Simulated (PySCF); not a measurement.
Compound: C6H8AlNS.
Bonds: C1–C2, C2–N3 (triple), N3–Al4, Al4–C5, C5–C6 (aromatic), C6–C7 (aromatic), C7–C8 (aromatic), C8–S9 (aromatic), C5–S9 (aromatic). Hydrogens: H10, H11, H12 on C1; H13, H14 on Al4; H15 on C6; H16 on C7; H17 on C8.

Method used: PySCF 2.14.0, PBE0-D3(BJ)/def2-SVP geometry optimisation, gas phase.

(1) How far are the bound atoms from Al4?

(2) List the angles at Al4.

(3) What is the shape at Al4?

(4) What are the other bond lengths?

(5) Give some angles away from the centre.

(6) What are the rotational constants (commonest isotopes, rigid rotor)?

Results:

(1) 4 atoms: H13 1.599 Å, H14 1.599 Å, C5 1.972 Å, N3 2.040 Å. The nearest atom not counted as bound is C6, at 3.03 Å.

(2) 
| angle | degrees | distance of the outer atoms (Å) |
| --- | --- | --- |
| H13–Al4–H14 | 120.1 | 2.77 |
| C5–Al4–H13 | 117.3 | 3.06 |
| C5–Al4–H14 | 114.8 | 3.01 |
| N3–Al4–H14 | 100.7 | 2.82 |
| N3–Al4–H13 | 99.2 | 2.79 |
| N3–Al4–C5 | 98.2 | 3.03 |

(3) Distorted tetrahedral: angles from 98.2° to 120.1°; τ4 = (360° − α − β)/141° = 0.87 with α and β the two widest (0 for a square, 1 for a tetrahedron).

(4) C1–C2 1.445 Å; C2≡N3 1.151 Å; C5–C6 1.384 Å; C6–C7 1.423 Å; C7–C8 1.372 Å; C8–S9 1.716 Å; C5–S9 1.730 Å. (A selection.)

(5) C1–C2–N3 179.4°, C2–N3–Al4 174.4°, Al4–C5–C6 128.6°, Al4–C5–S9 122.8°, C6–C5–S9 108.6°, C5–C6–C7 114.5°, C6–C7–C8 112.2°, C7–C8–S9 110.8°, C5–S9–C8 93.8°.

(6) A = 1860, B = 625.5, C = 562.9 MHz: a near-prolate asymmetric top.

Point group: C1 (no symmetry element, even within 0.4 Å). Charge 0, singlet. No frequency check.

Shape of the structure used: `[CH3:1][C:2]#[N+:3][AlH2-:4][c:5]1[cH:6][cH:7][cH:8][s:9]1`: N3–Al4–C5–C6 101°.

One conformer stands for the species.
